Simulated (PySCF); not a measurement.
Isomers of C6H5F3O, one GFN2-xTB conformer each. Single-point energies are computed at PBE0/pcSseg-1 (PySCF, gas phase, no added dispersion term), electronic only.

```tsv
SMILES	GFN2-xTB relative energy (kJ/mol)
O=CCC1=C[C@@H]1C(F)(F)F	192.5
C=CCC(=C=O)C(F)(F)F	87.7
FC(F)(F)C1=CCC=CO1	3.7
C=C1C[C@H](F)C(=C(F)F)O1	32.0
C=C1OC(C(F)F)=C1CF	150.8
C=C(C#CC)OC(F)(F)F	88.6
C=CC1(OC(F)(F)F)C=C1	192.6
FC(F)=C(F)C1=COCC1	35.1
FC1=C[C@H](C(F)F)C=CO1	0.0
C=C1C[C@H]1C(=O)C(F)(F)F	130.2
```

Conformers: `[O:1]=[CH:2][CH2:3][C:4]1=[CH:5][C@@H:6]1[C:7]([F:8])([F:9])[F:10]` with O1–C2–C3–C4 3°, C2–C3–C4–C5 -118°; `[CH2:1]=[CH:2][CH2:3][C:4](=[C:5]=[O:6])[C:7]([F:8])([F:9])[F:10]` with C1–C2–C3–C4 111°, C2–C3–C4–C5 109°; `[CH2:1]=[C:2]1[O:3][C:4]([CH:5]([F:6])[F:7])=[C:8]1[CH2:9][F:10]` with O3–C4–C5–F6 -121°, C4–C8–C9–F10 180°; `[CH2:1]=[C:2]([C:3]#[C:4][CH3:5])[O:6][C:7]([F:8])([F:9])[F:10]` with C1–C2–O6–C7 -179°; `[CH2:1]=[CH:2][C:3]1([O:4][C:5]([F:6])([F:7])[F:8])[CH:9]=[CH:10]1` with C1–C2–C3–O4 -3°, C2–C3–O4–C5 -98°; `[F:1][C:2]([F:3])=[C:4]([F:5])[C:6]1=[CH:7][O:8][CH2:9][CH2:10]1` with C2–C4–C6–C7 180°; `[F:1][C:2]1=[CH:3][C@H:4]([CH:5]([F:6])[F:7])[CH:8]=[CH:9][O:10]1` with C3–C4–C5–F6 174°; `[CH2:1]=[C:2]1[CH2:3][C@H:4]1[C:5](=[O:6])[C:7]([F:8])([F:9])[F:10]` with C3–C4–C5–O6 18°.

Task: What does PBE0/pcSseg-1 give for the same structures?

Result: 
```csv
SMILES,PBE0/pcSseg-1 E (Eh),PBE0/pcSseg-1 (kJ/mol),GFN2-xTB (kJ/mol),point group
FC(F)(F)C1=CCC=CO1,-605.67814,0.0,3.7,Cs
FC1=C[C@H](C(F)F)C=CO1,-605.66650,30.6,0.0,C1
C=CCC(=C=O)C(F)(F)F,-605.66179,42.9,87.7,C1
C=C1C[C@H]1C(=O)C(F)(F)F,-605.64365,90.5,130.2,C1
FC(F)=C(F)C1=COCC1,-605.64051,98.8,35.1,Cs
C=C1C[C@H](F)C(=C(F)F)O1,-605.64042,99.1,32.0,C1
C=C(C#CC)OC(F)(F)F,-605.63028,125.7,88.6,–
O=CCC1=C[C@@H]1C(F)(F)F,-605.62790,131.9,192.5,C1
C=CC1(OC(F)(F)F)C=C1,-605.60799,184.2,192.6,C1
C=C1OC(C(F)F)=C1CF,-605.60318,196.8,150.8,Cs
```

GFN2-xTB puts FC1=C[C@H](C(F)F)C=CO1 lowest instead; measured from each level's own lowest isomer, the values differ by up to 67.1 kJ/mol (C=C1C[C@H](F)C(=C(F)F)O1: 32.0 against 99.1). As drawn, the highest has a four-membered ring, which the lowest lacks. Neighbours under 10 kJ/mol apart (C=C1C[C@H]1C(=O)C(F)(F)F and FC(F)=C(F)C1=COCC1; FC(F)=C(F)C1=COCC1 and C=C1C[C@H](F)C(=C(F)F)O1; C=C(C#CC)OC(F)(F)F and O=CCC1=C[C@@H]1C(F)(F)F) can change places with a better method, another conformer or zero-point energy.

Task: Which frontier levels, dipoles and rotational constants go with these structures?

Result: 
```json
{"SMILES": "FC(F)(F)C1=CCC=CO1", "HOMO (eV, PBE0/pcSseg-1)": "-6.75", "LUMO (eV)": "-0.63", "dipole (D)": "3.43", "A, B, C (MHz)": "2772, 950.6, 811.2"}
{"SMILES": "FC1=C[C@H](C(F)F)C=CO1", "HOMO (eV, PBE0/pcSseg-1)": "-6.89", "LUMO (eV)": "-0.37", "dipole (D)": "1.70", "A, B, C (MHz)": "2665, 889.8, 788.0"}
{"SMILES": "C=CCC(=C=O)C(F)(F)F", "HOMO (eV, PBE0/pcSseg-1)": "-7.52", "LUMO (eV)": "-1.78", "dipole (D)": "2.18", "A, B, C (MHz)": "1619, 1196, 821.7"}
{"SMILES": "C=C1C[C@H]1C(=O)C(F)(F)F", "HOMO (eV, PBE0/pcSseg-1)": "-8.08", "LUMO (eV)": "-1.65", "dipole (D)": "3.27", "A, B, C (MHz)": "2453, 855.8, 820.5"}
{"SMILES": "FC(F)=C(F)C1=COCC1", "HOMO (eV, PBE0/pcSseg-1)": "-5.99", "LUMO (eV)": "-0.54", "dipole (D)": "2.30", "A, B, C (MHz)": "2741, 840.6, 648.5"}
{"SMILES": "C=C1C[C@H](F)C(=C(F)F)O1", "HOMO (eV, PBE0/pcSseg-1)": "-6.54", "LUMO (eV)": "0.07", "dipole (D)": "2.86", "A, B, C (MHz)": "2128, 1021, 729.3"}
{"SMILES": "C=C(C#CC)OC(F)(F)F", "HOMO (eV, PBE0/pcSseg-1)": "-7.16", "LUMO (eV)": "-1.05", "dipole (D)": "3.08", "A, B, C (MHz)": "1814, 1067, 763.6"}
{"SMILES": "O=CCC1=C[C@@H]1C(F)(F)F", "HOMO (eV, PBE0/pcSseg-1)": "-7.76", "LUMO (eV)": "-1.07", "dipole (D)": "3.82", "A, B, C (MHz)": "2500, 791.8, 744.9"}
{"SMILES": "C=CC1(OC(F)(F)F)C=C1", "HOMO (eV, PBE0/pcSseg-1)": "-7.51", "LUMO (eV)": "-0.87", "dipole (D)": "3.26", "A, B, C (MHz)": "2000, 1255, 942.0"}
{"SMILES": "C=C1OC(C(F)F)=C1CF", "HOMO (eV, PBE0/pcSseg-1)": "-7.12", "LUMO (eV)": "-1.73", "dipole (D)": "0.56", "A, B, C (MHz)": "1948, 895.9, 691.1"}
```
